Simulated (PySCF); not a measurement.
CLiN, SMILES [Li][C][N] (connectivity only; charge and spin as stated), neutral, multiplicity 1. Heavy atoms are numbered as in [Li:1][C:2][N:3].

Coordinates come from a B3LYP-D3(BJ)/def2-TZVPD optimisation.

Level of theory: PySCF with HF/pcSseg-2.

GIAO shieldings, no solvent; atoms alike by connectivity are averaged. δ = σ(ref) − σ: ¹³C against TMS (σ = 193.3 ppm); ¹⁵N against NH3 (σ = 262.2 ppm), references at their B3LYP-D3(BJ)/def2-TZVP geometries, non-relativistic.

Question: Estimate the chemical shifts. (The exact figures need the calculation; the answer reports its results.)

Answer: 
```csv
nucleus,atoms,count,δ (ppm)
¹³C,C2,1,156.8
¹⁵N,N3,1,359.2
```
